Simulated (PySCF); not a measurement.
Can point charges reproduce the dipole moment of `CCN[Si@H]1C[Si@H](C)C1`?

Coordinates (GFN2-xTB, Å) and charges (e) from the PBE0/pcSseg-1 density (PySCF):

```csv
atom,x,y,z,Mulliken,IAO,Hirshfeld,ESP-fitted
C1,-3.674,0.211,0.324,-0.2897,-0.4324,-0.1260,-0.4069
C2,-2.641,-0.695,-0.343,-0.0678,-0.1348,-0.0203,+0.3367
N3,-1.457,-0.900,0.455,-0.6602,-0.6714,-0.2406,-0.8884
Si4,-0.196,0.267,0.530,+0.9228,+1.0207,+0.3836,+0.8974
C5,1.348,-0.517,1.336,-0.8466,-0.8540,-0.2675,-0.9147
Si6,2.324,-0.376,-0.305,+0.8086,+0.9293,+0.3777,+0.8760
C7,3.775,0.842,-0.227,-0.6156,-0.7198,-0.2135,-0.7406
C8,0.755,0.364,-1.125,-0.8489,-0.8603,-0.2677,-0.7267
H9,-3.244,1.193,0.503,+0.1213,+0.1395,+0.0371,+0.1092
H10,-3.983,-0.209,1.280,+0.1016,+0.1349,+0.0368,+0.1013
H11,-4.551,0.318,-0.309,+0.1090,+0.1396,+0.0414,+0.0878
H12,-3.095,-1.669,-0.558,+0.1167,+0.1337,+0.0381,+0.0094
H13,-2.323,-0.249,-1.287,+0.1158,+0.1347,+0.0408,+0.0150
H14,-1.669,-1.397,1.308,+0.1873,+0.2506,+0.1113,+0.3802
H15,-0.547,1.592,1.078,-0.1078,-0.1686,-0.0940,-0.1867
H16,1.211,-1.535,1.688,+0.1556,+0.1586,+0.0320,+0.2032
H17,1.757,0.052,2.165,+0.1533,+0.1538,+0.0286,+0.2034
H18,2.762,-1.658,-0.874,-0.0800,-0.1325,-0.0836,-0.1815
H19,4.557,0.475,0.429,+0.1366,+0.1558,+0.0415,+0.1732
H20,4.213,0.995,-1.208,+0.1370,+0.1563,+0.0419,+0.1602
H21,3.454,1.809,0.148,+0.1352,+0.1539,+0.0427,+0.1891
H22,0.341,-0.251,-1.919,+0.1630,+0.1594,+0.0320,+0.1542
H23,0.878,1.364,-1.531,+0.1528,+0.1529,+0.0278,+0.1492
```

Question: What dipole does each set of charges give (1 e·Å = 4.803 D), and what does the density give?

Answer: The full density gives (-0.81, 0.02, 0.37) D, 0.89 D in size; dipole vectors point from the negative to the positive end.

```csv
scheme,μx,μy,μz,size (D),share of the full size (%),angle to the full dipole (°)
Mulliken,-1.38,0.72,-0.30,1.59,178,44
IAO,-0.62,0.10,0.11,0.64,71,16
Hirshfeld,-0.46,-0.21,0.09,0.51,57,29
ESP-fitted,-0.81,0.06,0.37,0.89,100,3
```

Question: Which set comes closest?

Answer: Length of the difference vector: ESP-fitted 0.04 D, IAO 0.33 D, Hirshfeld 0.51 D, Mulliken 1.12 D. Closest: ESP-fitted. ESP charges are fitted to the potential around the molecule, whose slowest-falling term is the dipole's. The schemes that divide the density aren't constrained to reproduce the dipole.

Question: What is left for the Hirshfeld atoms' own dipoles?

Answer: The Hirshfeld atoms' densities add up to the full density, so μ = Σ q r + Σ (atomic dipoles). The atomic dipoles sum to (-0.81, 0.02, 0.37) − (-0.46, -0.21, 0.09) = (-0.35, 0.23, 0.28) D, 0.51 D in size.

Question: With the origin at the mean of the coordinates, (0.000, 0.001, 0.068) Å, which are the largest single terms, by size, of the Hirshfeld dipole along the direction of the full one?

Answer: Si6 -4.13, C7 +3.62, C1 -2.09, N3 -1.69, C8 +1.51 D; all 23 atoms together +0.45 D. The single terms depend on the origin, their sum doesn't.

Question: Give the size of the full dipole in other units.

Answer: 0.89 D = 0.351 au = 0.186 e·Å = 2.98 × 10⁻³⁰ C·m.

The structure is a single GFN2-xTB conformer in the gas phase; no vibrational or solvent corrections.

The values belong to the conformer `[CH3:1][CH2:2][NH:3][Si@H:4]1[CH2:5][Si@H:6]([CH3:7])[CH2:8]1`: C1–C2–N3–Si4 -80°, C2–N3–Si4–C5 -167°.
